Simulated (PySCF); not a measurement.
Ni²⁰⁺: ionisation energy

Ni²⁰⁺ [He] 2s2 2p4 (3P) → Ni²¹⁺ [He] 2s2 2p3 (4S), as a difference of total energies. All numbers are calculated (PySCF 2.14, no relativity, point nucleus, in an uncontracted even-tempered set (18 s from 3.8 bohr⁻², ratio 2.2; 11 p from 4.9 bohr⁻², ratio 2.2; 6 d from 26 bohr⁻², ratio 2.4; 5 f from 38 bohr⁻², ratio 2.4; 5 g from 58 bohr⁻², ratio 2.4)). Correlated levels: nothing frozen; virtual orbitals above 40 to 60 times the deepest correlated orbital energy dropped. The calculations carry no spin-orbit coupling.

```
                 method  ionisation energy (eV)
                    UHF                  1745.0
                    LDA                  1744.6
                    PBE                  1747.4
                   PBE0                  1747.2
                 r2SCAN                  1747.8
                  M06-L                  1747.8
                 M06-2X                  1746.5
    MP2 (all electrons)                  1746.5
SCS-MP2 (all electrons)                  1746.6
```

A first-order spin-orbit estimate (lowest level to lowest level, LS coupling) adds 5.841 eV.

These non-relativistic numbers lack the scalar-relativistic shift.

For comparison: 1758 ± 4 eV (semi-empirical (NIST evaluation); NIST Atomic Spectra Database, ionization energies).
